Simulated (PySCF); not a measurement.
PySCF input (M06-2X/6-31G* with LANL2DZ past Ar (5d)):

```python
from pyscf import gto, dft

mol = gto.M(
    atom='''
    Zn   -0.00008980    0.00825935    0.00149559
    O     1.15322027    0.17235594   -1.33933898
    H     1.89052631    0.76562089   -1.16732344
    O    -1.15147916   -0.33250027    1.31034033
    H    -1.90176129    0.26775330    1.35444500
    ''',
    basis={'default': '6-31g*', 'Zn': 'lanl2dz'},
    ecp={'Zn': 'lanl2dz'},
    charge=0,
    spin=0,
    verbose=4,
)

mf = dft.RKS(mol, xc='m062x')
mf.grids.level = 4
mf.conv_tol = 1e-9
mf.max_cycle = 100
mf.max_memory = 1500
mf.kernel()
if not mf.converged:
    mf = mf.newton()
    mf.kernel(mf.make_rdm1())
mf.dip_moment()
```

Output:

```
PySCF version 2.14.0

[INPUT] verbose = 4
[INPUT] num. atoms = 5
[INPUT] num. electrons = 30
[INPUT] charge = 0
[INPUT] spin (= nelec alpha-beta = 2S) = 0
[INPUT] symmetry False subgroup None
[INPUT] Mole.unit = angstrom
[INPUT] Symbol           X                Y                Z      unit          X                Y                Z       unit  Magmom
[INPUT]  1 Zn    -0.000089800000   0.008259350000   0.001495590000 AA   -0.000169697406   0.015607909467   0.002826255495 Bohr   0.0
[INPUT]  2 O      1.153220270000   0.172355940000  -1.339338980000 AA    2.179270471597   0.325705522542  -2.530983860154 Bohr   0.0
[INPUT]  3 H      1.890526310000   0.765620890000  -1.167323440000 AA    3.572576957185   1.446813797346  -2.205921600385 Bohr   0.0
[INPUT]  4 O     -1.151479160000  -0.332500270000   1.310340330000 AA   -2.175980250544  -0.628334446644   2.476184353672 Bohr   0.0
[INPUT]  5 H     -1.901761290000   0.267753300000   1.354445000000 AA   -3.593807992400   0.505980405949   2.559530100787 Bohr   0.0

nuclear repulsion = 83.1524536249934
number of shells = 22
number of NR pGTOs = 96
number of NR cGTOs = 50
basis = {'default': '6-31g*', 'Zn': 'lanl2dz'}
ecp = {'Zn': 'lanl2dz'}

******** <class 'pyscf.dft.rks.RKS'> ********
method = RKS
initial guess = minao
damping factor = 0
level_shift factor = 0
DIIS = <class 'pyscf.scf.diis.CDIIS'>
diis_start_cycle = 1
diis_space = 8
diis_damp = 0
SCF conv_tol = 1e-09
SCF conv_tol_grad = None
SCF max_cycles = 100
direct_scf = True
direct_scf_tol = 1e-13
XC library pyscf.dft.libxc version 7.1.2
    S. Lehtola, C. Steigemann, M. J. T. Oliveira, and M. A. L. Marques,  SoftwareX 7, 1–5 (2018)
XC functionals = m062x
    Y. Zhao and D. G. Truhlar,  Theor. Chem. Acc. 120, 215 (2008)
    Y. Zhao and D. G. Truhlar,  Theor. Chem. Acc. 120, 215 (2008)
radial grids:
    Treutler-Ahlrichs [JCP 102, 346 (1995); DOI:10.1063/1.469408] (M4) radial grids

becke partition: Becke, JCP 88, 2547 (1988); DOI:10.1063/1.454033
pruning grids: <function nwchem_prune>
grids dens level: 4
symmetrized grids: False
atomic radii adjust function: <function treutler_atomic_radii_adjust>
small_rho_cutoff = 0
Set gradient conv threshold to 3.16228e-05
Initial guess from minao.
tot grids = 118320
init E= -212.996658105503
  HOMO = 0.134833687270191  LUMO = 0.174276936785628  gap/eV = 1.07331
cycle= 1 E= -174.375609327403  delta_E= 38.6  |g|= 5.09  |ddm|= 10.2
  HOMO = -1.76842486791259  LUMO = -1.76435782363379  gap/eV = 0.11067
cycle= 2 E= -169.030992681973  delta_E= 5.34  |g|= 6.86  |ddm|=   13
  HOMO = -1.265540906785  LUMO = -0.78603019009307  gap/eV = 13.04815
cycle= 3 E= -212.632024649234  delta_E= -43.6  |g|= 4.57  |ddm|= 7.86
  HOMO = -0.746871264913588  LUMO = -0.384413462487927  gap/eV = 9.86298
cycle= 4 E= -215.499403088751  delta_E= -2.87  |g|= 2.94  |ddm|= 1.37
  HOMO = -0.632752955003833  LUMO = -0.241324632712464  gap/eV = 10.65131
cycle= 5 E= -216.39059546715  delta_E= -0.891  |g|= 1.97  |ddm|= 0.717
  HOMO = -0.441460207208995  LUMO = -0.0954162050032448  gap/eV = 9.41634
cycle= 6 E= -216.81182941051  delta_E= -0.421  |g|= 1.21  |ddm|= 0.601
  HOMO = -0.417097346885941  LUMO = -0.0661106987340343  gap/eV = 9.55083
cycle= 7 E= -216.964022245836  delta_E= -0.152  |g|= 0.606  |ddm|= 0.299
  HOMO = -0.370826394275429  LUMO = -0.0147062781681644  gap/eV = 9.69052
cycle= 8 E= -217.00721787591  delta_E= -0.0432  |g|= 0.222  |ddm|= 0.206
  HOMO = -0.352263428222095  LUMO = -0.00316718162953311  gap/eV = 9.49939
cycle= 9 E= -217.0138907393  delta_E= -0.00667  |g|= 0.0254  |ddm|= 0.102
  HOMO = -0.348825940309737  LUMO = -0.0019091556486952  gap/eV = 9.44009
cycle= 10 E= -217.014010905663  delta_E= -0.00012  |g|= 0.00612  |ddm|= 0.0162
  HOMO = -0.348848549492512  LUMO = -0.00199883299634696  gap/eV = 9.43826
cycle= 11 E= -217.014015798681  delta_E= -4.89e-06  |g|= 0.00324  |ddm|= 0.00522
  HOMO = -0.349105746818397  LUMO = -0.00201426249109016  gap/eV = 9.44484
cycle= 12 E= -217.014017955933  delta_E= -2.16e-06  |g|= 0.000284  |ddm|= 0.00227
  HOMO = -0.349166722485379  LUMO = -0.00208085833459393  gap/eV = 9.44469
cycle= 13 E= -217.014017991741  delta_E= -3.58e-08  |g|= 5.8e-05  |ddm|= 0.000458
  HOMO = -0.34916896436538  LUMO = -0.00208084357056393  gap/eV = 9.44475
cycle= 14 E= -217.014017993151  delta_E= -1.41e-09  |g|= 1.11e-05  |ddm|= 9.43e-05
  HOMO = -0.349168206545416  LUMO = -0.00208102954699019  gap/eV = 9.44472
cycle= 15 E= -217.014017993213  delta_E= -6.21e-11  |g|= 2.47e-06  |ddm|= 1.82e-05
  HOMO = -0.349168122293993  LUMO = -0.00208125116526325  gap/eV = 9.44471
Extra cycle  E= -217.014017993218  delta_E= -5.06e-12  |g|= 9.63e-07  |ddm|= 5.38e-06
converged SCF energy = -217.014017993218
Dipole moment(X, Y, Z, Debye): -0.02375,  2.19431,  0.39726
```
